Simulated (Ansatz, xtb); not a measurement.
**C4H7BrO: which of two isomers lies lower**

Structure I: `CC(C)C(=O)Br`, a singlet. Structure II: `CCCC(=O)Br`, a singlet. Both are isolated molecules in the gas phase, relaxed with PBE-D3(BJ)/def2-SVP; each stands in its lowest conformer found.

I (Å):

```yaml
atoms:
  - { symbol: C, position_ang: [0.9627, -0.2820, 0.4069] }
  - { symbol: C, position_ang: [0.2724, 1.0855, 0.3916] }
  - { symbol: C, position_ang: [-0.2661, 1.4586, -1.0025] }
  - { symbol: C, position_ang: [-0.8504, 1.1118, 1.4159] }
  - { symbol: Br, position_ang: [-1.5110, 2.9830, 1.7663] }
  - { symbol: O, position_ang: [-1.3434, 0.1913, 1.9901] }
  - { symbol: H, position_ang: [1.3524, -0.5310, 1.4129] }
  - { symbol: H, position_ang: [0.2570, -1.0832, 0.1108] }
  - { symbol: H, position_ang: [1.8102, -0.2842, -0.3063] }
  - { symbol: H, position_ang: [0.9823, 1.8802, 0.7079] }
  - { symbol: H, position_ang: [-1.0068, 0.7105, -1.3506] }
  - { symbol: H, position_ang: [-0.7476, 2.4548, -0.9973] }
  - { symbol: H, position_ang: [0.5711, 1.4766, -1.7277] }
```

II (Å):

```xyz
13

C    -1.4129    1.0879   -0.7460
C    -0.2012    2.0206   -0.7854
C     0.9953    1.5191    0.0300
C     1.6626    0.2980   -0.5525
Br    3.1421   -0.3622    0.6385
O     1.4243   -0.2589   -1.5797
H    -1.1712    0.0976   -1.1801
H    -2.2586    1.5088   -1.3250
H    -1.7658    0.9283    0.2943
H     0.1217    2.1801   -1.8357
H    -0.4787    3.0205   -0.3903
H     1.7927    2.2888    0.1195
H     0.7183    1.2762    1.0786
```

**Question.** Estimate which is lower in electronic energy at CCSD(T)/def2-SVP + ΔMP2/def2-TZVPP, and by roughly how much.

**Answer.** The CCSD(T)/def2-SVP + ΔMP2/def2-TZVPP calculation puts structure I lower, by 6.12 kJ/mol.

Level by level:

| level | geometry | E(II) − E(I) (kJ/mol) | departure from the last row (kJ/mol) | job, with rough time for the two |
| --- | --- | --- | --- | --- |
| GFN2-xTB | GFN2-xTB | +4.38 | −1.74 | optimisation, 0.19 s |
| HF/STO-3G | GFN2-xTB | +3.32 | −2.80 | single point, 0.42 s |
| r2SCAN-D4/def2-SVP | GFN2-xTB | +3.03 | −3.09 | single point, 3.7 s |
| PBE-D3(BJ)/def2-SVP | PBE-D3(BJ)/def2-SVP | +1.92 | −4.20 | optimisation, 28 s |
| HF/def2-SVP | PBE-D3(BJ)/def2-SVP | −0.25 | −6.37 | part of the CCSD(T) run |
| MP2/def2-SVP | PBE-D3(BJ)/def2-SVP | +6.58 | +0.46 | part of the CCSD(T) run |
| CCSD(T)/def2-SVP | PBE-D3(BJ)/def2-SVP | +5.34 | −0.78 | single point |
| CCSD(T)/def2-SVP + ΔMP2/def2-TZVPP | PBE-D3(BJ)/def2-SVP | +6.12 |  | single point, 80 s |

As drawn, both hold the same kinds of bond in the same numbers. Structure I has 2 methyl groups, II 1.

PBE-D3(BJ)/def2-SVP, HF/def2-SVP find them nearly level. The largest departure from CCSD(T)/def2-SVP + ΔMP2/def2-TZVPP is that of HF/def2-SVP, 6.37 kJ/mol. The last row adds to CCSD(T) the change of the MP2 difference between the two basis sets, here +0.78 kJ/mol.

With thermal terms from frequencies at re-optimised GFN2-xTB minima (ideal gas, soft modes damped towards free rotors, one conformer each, 298.15 K, 1 atm): the zero-point term adds +0.47 kJ/mol; ΔH is +6.20 and ΔG +6.15 kJ/mol.

The correlated steps freeze 14 core orbitals; the filled d shell of Br is correlated, in a basis made for valence electrons. Programs: Ansatz 0.2.0, xtb 6.7.1; the last row on 4 threads of Arm Neoverse V1 on a shared host.
